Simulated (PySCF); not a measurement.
# What a mistake does to a calculation on AlH5NOSi

All numbers below are calculated, not measured. They come from PySCF 2.14.0, an open-source quantum chemistry program, on an isolated molecule that a program drew, which may never have been made. The molecule is AlH5NOSi (charge 0, doublet), drawn as the SMILES string `[OH][AlH][NH][SiH2]`.

Each row is a Hartree-Fock (HF) and frozen-core CCSD(T) single point in the cc-pV(D+d)Z basis, meant for a local HF minimum. Run 1 is clean. Each other run has one planted mistake out of seven kinds, and not every kind appears here: one electron removed, one electron added, multiplicity raised by two, geometry at a saddle point, minimal basis STO-3G, one bond length entered in bohr, all coordinates scaled. The reference is restricted for singlets and unrestricted otherwise, and also for a bond in bohr. Adding or removing an electron swaps singlet and doublet. Electrons count all cores. HOMO and LUMO are orbital energies over both spins, the gradient is its largest component, and the lowest frequency (negative if imaginary) is given only where the gradient is small. Bond lengths are over the 8 bonds as drawn. T1 is the CCSD diagnostic: over 0.02 (restricted) or 0.045 (unrestricted) a single reference is doubtful.

Geometry of the clean run:
```xyz
9
AlH5NOSi, angstrom
O    -2.1873   -1.1065   -1.4547
Al   -1.6335   -0.0266   -0.2854
N     0.1198    0.2662   -0.1974
Si    1.4576   -0.3580   -1.1093
H    -3.0662   -1.3775   -1.6550
H    -2.6043    0.7054    0.7128
H     0.4081    0.8813    0.5474
H     0.9440   -1.0137   -2.3346
H     2.4052    0.7302   -1.4792
```

| run | electrons | basis functions | <S^2> | HOMO (eV) | LUMO (eV) | gradient (hartree/bohr) | lowest frequency (cm^-1) | mean bond (Å) | longest bond (Å) | T1 | HF (hartree) | CCSD(T) (hartree) | mistake |
|---|---|---|---|---|---|---|---|---|---|---|---|---|---|
| 1 | 47 | 99 | 0.754 | -8.07 | 2.09 | 1.6e-05 | 85 | 1.4617 | 1.780 | 0.0154 | -663.16250 | -663.71948 | no fault |
| 2 | 47 | 99 | 3.776 | -3.47 | -1.83 | 1.1e-01 | - | 1.4617 | 1.780 | 0.0785 | -662.94909 | -663.47303 | multiplicity raised by two |
| 3 | 46 | 99 | 0.000 | -16.20 | -6.22 | 7.8e-02 | - | 1.4617 | 1.780 | 0.0223 | -662.89903 | -663.45801 | one electron removed |
| 4 | 47 | 99 | 0.754 | -8.23 | 1.89 | 3.4e-02 | - | 1.5158 | 1.846 | 0.0168 | -663.15123 | -663.71499 | all coordinates scaled |
| 5 | 47 | 33 | 0.752 | -4.91 | 7.02 | 7.5e-02 | - | 1.4617 | 1.780 | 0.0192 | -655.12984 | -655.31500 | ? |
| 6 | 48 | 99 | 0.000 | 0.34 | 6.50 | 6.4e-02 | - | 1.4617 | 1.780 | 0.0214 | -663.11370 | -663.70562 | ? |

**Which mistake was planted in run 5, and what did it cost?**

It has 33 basis functions where the clean run has 99, with the same electrons and geometry. So the mistake is: minimal basis STO-3G. Subtracting run 1 and multiplying by 627.51 kcal/mol a hartree, the energy moved by 5040.6 kcal/mol in HF and 5273.9 kcal/mol in CCSD(T).

**Which mistake was planted in run 6, and what did it cost?**

It counts 48 electrons, one more than the clean run, at the same geometry and basis. So the mistake is: one electron added. Subtracting run 1 and multiplying by 627.51 kcal/mol a hartree, the energy moved by 30.6 kcal/mol in HF and 8.7 kcal/mol in CCSD(T).

Cautions from the logs. Run 2: T1 is over the limit, so its CCSD(T) energy is less reliable; run 3: T1 is over the limit, so its CCSD(T) energy is less reliable; run 6: T1 is over the limit, so its CCSD(T) energy is less reliable and the HOMO is above zero, so the electron isn't bound and the energy depends on the basis.
